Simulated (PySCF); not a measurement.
## Correlation energy of I (iodine, neutral)

[Kr] 4d10 5s2 5p5, 2P determinant. All numbers are calculated (PySCF 2.14, scalar relativity by spin-free X2C-1e, in x2c-SVPall (6s5p3d, 36 functions)). Frozen: [Kr] 4d10; 7 electrons correlated.

MP2 pair energies summed by pair of shells (mhartree):

| pair | energy | share (%) |
| --- | --- | --- |
| 5p-5p | -51.76 | 68.8 |
| 5s-5p | -19.45 | 25.9 |
| 5s-5s | -4.00 | 5.3 |

Total MP2 correlation energy: -75.21 mhartree.

Same-spin part -19.46 and opposite-spin part -55.75 mhartree; SCS-MP2 scales them by 1/3 and 6/5 to -73.39 mhartree.

```
  level  correlation energy (mhartree)
   CCSD                         -87.54
    (T)                          -0.75
CCSD(T)                         -88.29
```

Diagnostics: T1 = 0.0060, D1 = 0.0188, largest double amplitude 0.052.

Cost of the coupled-cluster step: 0.11 s of wall time on 1 thread of Neoverse-V1 (shared host), for 7 correlated electrons.

Iterations:

```
CC2 = 0
CCSD nocc = (np.int64(4), np.int64(3)), nmo = (13, 13)
frozen orbitals [[0, 1, 2, 3, 4, 5, 6, 7, 8, 9, 10, 11, 12, 13, 14, 15, 16, 17, 18, 19, 20, 21, 22], [0, 1, 2, 3, 4, 5, 6, 7, 8, 9, 10, 11, 12, 13, 14, 15, 16, 17, 18, 19, 20, 21, 22]]
max_cycle = 100
direct = 0
conv_tol = 1e-08
conv_tol_normt = 1e-06
diis_space = 8
diis_start_cycle = 0
Init t2, MP2 energy = -0.0752104242723312
Init E_corr(UCCSD) = -0.0752104242790223
cycle = 1  E_corr(UCCSD) = -0.0849802386045327  dE = -0.00976981433  norm(t1,t2) = 0.0336412
cycle = 2  E_corr(UCCSD) = -0.0867926476384848  dE = -0.00181240903  norm(t1,t2) = 0.0101069
cycle = 3  E_corr(UCCSD) = -0.0875470603878166  dE = -0.000754412749  norm(t1,t2) = 0.00377913
cycle = 4  E_corr(UCCSD) = -0.0875344507185543  dE = 1.26096693e-05  norm(t1,t2) = 0.000328187
cycle = 5  E_corr(UCCSD) = -0.0875359451211345  dE = -1.49440258e-06  norm(t1,t2) = 6.79599e-05
cycle = 6  E_corr(UCCSD) = -0.0875357132749844  dE = 2.3184615e-07  norm(t1,t2) = 9.27248e-06
cycle = 7  E_corr(UCCSD) = -0.087535772152604  dE = -5.88776196e-08  norm(t1,t2) = 1.76943e-06
cycle = 8  E_corr(UCCSD) = -0.0875357581119338  dE = 1.40406702e-08  norm(t1,t2) = 3.12826e-07
cycle = 9  E_corr(UCCSD) = -0.0875357596182798  dE = -1.50634603e-09  norm(t1,t2) = 5.67298e-08
UCCSD converged
E(UCCSD) = -7111.981911438429  E_corr = -0.08753575961827983
UCCSD(T) correction = -0.000751185080959463
```
